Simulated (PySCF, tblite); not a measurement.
Calculations on `FC[C+](F)[CH][SiH3]` [radical], in the order of a workflow; each names the level of the geometry that it ran on. Settings lines and outputs come from a driver script.

Species: C3H6F2Si (charge +1 and doublet state).
Numbering: `[F:1][CH2:2][C+:3]([F:4])[CH:5][SiH3:6]` (hydrogens: H7, H8 on C2; H9 on C5; H10, H11, H12 on Si6)

Step 1: GFN2-xTB geometry optimisation, gas phase (tblite 0.8.0) (from a force-field or distance-geometry start)
```json
{"job": {"kind": "relax", "xc": "GFN2-xTB", "basis": "xTB"}, "charge": 1, "multiplicity": 2}
```
```
step      E/eV     max force
  0    -546.14018    4.727
  1    -546.56902    1.934
  2    -546.68255    1.293
...
129    -547.85623    0.019
130    -547.85630    0.019
131    -547.85639    0.019
132    -547.85647    0.015
133    -547.85651    0.009
```

Energy lowered by 39.6 kcal/mol over 133 steps; largest atomic force 0.009 eV/Å at the end. «max force» is the largest atomic force in eV/Å.

The run took 0.75 s of wall time on one thread, Arm Neoverse V1 (aarch64), no GPU (shared host).

Step 2: GFN2-xTB harmonic vibrations, gas phase (tblite 0.8.0) (on the GFN2-xTB geometry)
```json
{"job": {"kind": "ir", "xc": "GFN2-xTB", "basis": "xTB"}, "charge": 1, "multiplicity": 2}
```
```
(table of modes left out)
```

30 modes from 102 to 3037 cm⁻¹ (unscaled, harmonic); zero-point energy 45.8 kcal/mol; all wavenumbers are real at this level.

Time: 0.3 s. Hardware: one thread, Arm Neoverse V1 (aarch64), shared host with 32 logical CPUs at a one-minute load of 25.

Step 3: UKS B3LYP, pcH-1 on C F H Si, non-relativistic, mean-field spin-orbit, GIAO (PySCF 2.14.0) (on the GFN2-xTB geometry)
```json
{"job": {"kind": "epr", "basis": "pcH-1"}, "charge": 1, "multiplicity": 2}
```
```
...
E = -606.74835732 Eh   <S^2> = 0.7538 (exact 0.7500)
g shifts (ppm)      1          2          3
  rmc          -166       -166       -166
  gc              9         35         35
  oz_so          52       2590       4397
  total        -105       2458       4266
hyperfine (MHz)  atom isotope    a_iso     a_fc   dipolar eigenvalues
    0   19F      -0.37      -0.81    -19.08    -15.19     34.27
    1   13C     -14.09     -14.12     -2.74     -1.52      4.26
    2   13C      10.57      10.45    -27.29    -22.72     50.01
    3   19F      90.38      88.69   -178.17   -175.56    353.73
    4   13C      43.80      43.80    -41.92    -39.09     81.01
    5  29Si      50.14      50.24    -15.32      5.96      9.35
    6    1H      85.50      85.49     -3.81     -1.98      5.78
    7    1H      57.42      57.41     -3.50     -2.78      6.28
    8    1H     -19.39     -19.40    -18.60     -4.75     23.35
    9    1H     305.56     305.56     -4.90     -0.35      5.26
   10    1H      -6.37      -6.37     -2.30     -1.14      3.44
   11    1H      93.61      93.61     -2.40     -1.95      4.36
```

⟨S²⟩ 0.754; g_iso 2.0045. rmc, gc and oz_so are the mass-correction, gauge-correction and orbital-Zeeman/spin–orbit parts of the g shift along its three principal axes; a_iso is the isotropic hyperfine coupling and a_fc its Fermi-contact part. The log counts atoms from 0, this text from 1.

On one thread, Arm Neoverse V1 (aarch64), shared host, this took 44 s (with the writing of density and orbital grids) and 0.77 GiB of memory at its peak.

Geometry of the electronic-property runs (GFN2-xTB):
```
atom  x, y, z in Å
F1    -0.7242    1.5241   -0.0681
C2    -1.5883    0.4820    0.0750
C3    -0.8476   -0.8047    0.0368
F4    -1.6377   -1.8532    0.1832
C5     0.4875   -0.9852   -0.0752
Si6    1.8184    0.3717   -0.0136
H7    -2.1209    0.5997    1.0326
H8    -2.3363    0.5372   -0.7317
H9     0.8195   -2.0099   -0.1986
H10    1.3981    0.9885   -1.3189
H11    3.0843   -0.3395    0.1218
H12    1.6485    1.4886    0.9305
```

 (This holds for the electronic-property runs.)

One conformer stands for the species.
